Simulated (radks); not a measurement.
Question: Species: Ru+. Configuration: [Kr] 4d6 5s1 (not the ground configuration). Calculated with a radial shooting solver on a logarithmic mesh with Libxc functionals: scalar-relativistic Kohn-Sham, LDA (Slater exchange, Perdew-Wang correlation), spin-polarised, spherical densities, finite nucleus; open shells are filled with parallel spins first (spin-orbit coupling, left out, can overturn this in heavy ions); Fermi nuclear charge, rms radius 4.4809 fm. Some entries of the table are withheld. Estimate them.

| orbital | occ. | eigenvalue (hartree) | <r> (bohr) | <1/r> (bohr^-1) |
|---|---|---|---|---|
| 1s up | 1 | -805.4951 | 0.03347 | 45.82 |
| 1s down | 1 | -805.4938 | 0.03347 | 45.82 |
| 2s up | 1 | -116.2039 | 0.1458 | 10.36 |
| 2s down | 1 | -116.1828 | 0.1458 | 10.36 |
| 2p up | 3 | -104.1920 | 0.1270 | 10.05 |
| 2p down | 3 | -104.1754 | 0.1270 | 10.05 |
| 3s up | 1 | -20.78396 | 0.4035 | 3.589 |
| 3s down | 1 | -20.76841 | 0.4034 | 3.589 |
| 3p up | 3 | -16.83772 | 0.4037 | 3.419 |
| 3p down | 3 | -16.82086 | 0.4035 | 3.420 |
| 3d up | 5 | -10.46787 | 0.3845 | 3.193 |
| 3d down | 5 | -10.44574 | 0.3843 | 3.194 |
| 4s up | 1 | -3.25269 | 1.016 | (1) |
| 4s down | 1 | -3.15797 | 1.013 | (2) |
| 4p up | 3 | -2.15098 | 1.122 | 1.206 |
| 4p down | 3 | -2.05126 | 1.119 | 1.211 |
| 4d up | 5 | -0.61076 | 1.563 | 0.8597 |
| 4d down | 1 | -0.50801 | 1.587 | 0.8536 |
| 5s up | 1 | -0.46945 | 2.862 | 0.4483 |
| 5s down | 0 | -0.39938 | 3.007 | 0.4253 |

Answer: 
(1) 4s up <1/r> (bohr^-1): 1.351
(2) 4s down <1/r> (bohr^-1): 1.357
